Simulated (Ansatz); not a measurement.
A CCSD(T) single point on C₂H₇FOSi, SMILES `C[SiH2]C(O)F`.

```yaml
crystal:
  periodic: [false, false, false]
  atoms:
    - {symbol: C, position_ang: [-1.362680, -0.511424, -0.956995]}
    - {symbol: Si, position_ang: [-0.142500, -0.859060, 0.406458]}
    - {symbol: C, position_ang: [0.939063, 0.692025, 0.701261]}
    - {symbol: O, position_ang: [1.547803, 1.043555, -0.485581]}
    - {symbol: F, position_ang: [0.109779, 1.736629, 1.132228]}
    - {symbol: H, position_ang: [-0.835245, -0.254600, -1.877737]}
    - {symbol: H, position_ang: [-1.994774, -1.380876, -1.149656]}
    - {symbol: H, position_ang: [-2.004738, 0.328552, -0.684202]}
    - {symbol: H, position_ang: [0.772008, -1.982580, 0.066781]}
    - {symbol: H, position_ang: [-0.817619, -1.168291, 1.695097]}
    - {symbol: H, position_ang: [1.671160, 0.562452, 1.510094]}
    - {symbol: H, position_ang: [2.194645, 1.738317, -0.323648]}
basis:
  gaussian: {orbitals: def2-TZVPP}
correlation: {method: ccsd_t}
```

```sh
$ ansatz run in.yaml --threads 4 --pin off --events-out ev --progress --plain --max-ram 10444MiB
```

Output of Ansatz, abridged:

```
Functional definition: HF
1570 factors; integrals over basis functions are off by at most 9.7e-4 eV
mean field evaluation 1: about -14776.0145 eV, gradient 4.2e1 eV
mean field evaluation 2: about -14776.2695 eV, gradient 4.2e1 eV
mean field evaluation 4: about -14780.1942 eV, gradient 4.1e0 eV
mean field evaluation 8: about -14780.2588 eV, gradient 2.4e-1 eV
mean field -14780.25912307 eV, -543.1645043534 hartree, gradient 7.1e-6 eV, S^2 0.000000; 0 other end points of the search recorded, 0 dependent functions left out
9 core orbitals not correlated: weight in the atoms' cores, before any rotation towards them, 1.000 or more for the frozen orbitals, at most 0.000 for the correlated occupied ones
reference -14780.25912307 eV, -543.1645043534 hartree; 16, 16 occupied and 239, 239 virtual orbitals, 1570 factors
second order -26.16955374 eV of doubles, -0.00000000 eV of singles
cycle   1  -26.59137299 eV  change   -4.2e-1 eV  update   1.0e-1
cycle   2  -27.20197361 eV  change   -6.1e-1 eV  update   3.1e-2
cycle   3  -27.33569463 eV  change   -1.3e-1 eV  update   1.6e-2
cycle   4  -27.32377757 eV  change    1.2e-2 eV  update   3.5e-3
cycle   5  -27.32243504 eV  change    1.3e-3 eV  update   1.6e-3
cycle   6  -27.32322368 eV  change   -7.9e-4 eV  update   5.0e-4
cycle   7  -27.32296980 eV  change    2.5e-4 eV  update   1.9e-4
cycle   8  -27.32288717 eV  change    8.3e-5 eV  update   6.1e-5
cycle   9  -27.32291141 eV  change   -2.4e-5 eV  update   2.3e-5
perturbative correction -0.95808705 eV, -0.0352090497 hartree
Total energy: -14808.54012154 eV, -544.2038118774 hartree
```

Hardware: 4 threads of an Arm Neoverse V1 on a shared host. Wall time 3.7 min, peak host memory 6.7 GiB.

Correlation energy per correlated electron: -0.884 eV. T1 diagnostic: 0.0116.
